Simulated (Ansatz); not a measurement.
`Fc1ccc[se]1` and `Fc1cccs1` differ in one element.

Ansatz, PBE0-D4/def2-TZVP geometries, multiplicity 1. 

Scalar relativity is left out up to krypton.

```csv
property,`Fc1ccc[se]1`
HOMO energy (B3LYP/def2-TZVPP) / eV,-6.55
HOMO–LUMO gap (B3LYP/def2-TZVPP) / eV,5.77
"ideal-gas entropy at 298 K and 1 bar (rigid rotor, harmonic PBE0-D4/def2-TZVP) / J/(mol·K)",315
LUMO energy (B3LYP/def2-TZVPP) / eV,-0.78
size of the dipole moment (B3LYP/def2-TZVPP) / D,1.37
size of the dipole moment (ωB97M-V/def2-TZVPP) / D,1.40
```

(1) What does the change do to each property? (Best estimate.)

Results:

(1) Computed: 
| property | `Fc1cccs1` | shift |
| --- | --- | --- |
| HOMO energy (B3LYP/def2-TZVPP) / eV | -6.58 | -0.03 |
| HOMO–LUMO gap (B3LYP/def2-TZVPP) / eV | 5.96 | 0.19 |
| ideal-gas entropy at 298 K and 1 bar (rigid rotor, harmonic PBE0-D4/def2-TZVP) / J/(mol·K) | 303 | -12 |
| LUMO energy (B3LYP/def2-TZVPP) / eV | -0.62 | 0.16 |
| size of the dipole moment (B3LYP/def2-TZVPP) / D | 1.47 | 0.10 |
| size of the dipole moment (ωB97M-V/def2-TZVPP) / D | 1.47 | 0.07 |

Dipoles are sizes alone; their direction can turn.

B3LYP here is the variant with VWN-RPA as its local correlation; programs differ in this.

Spin–orbit coupling is left out; it splits and shifts lone-pair levels of the heavy atoms by tenths of an eV.
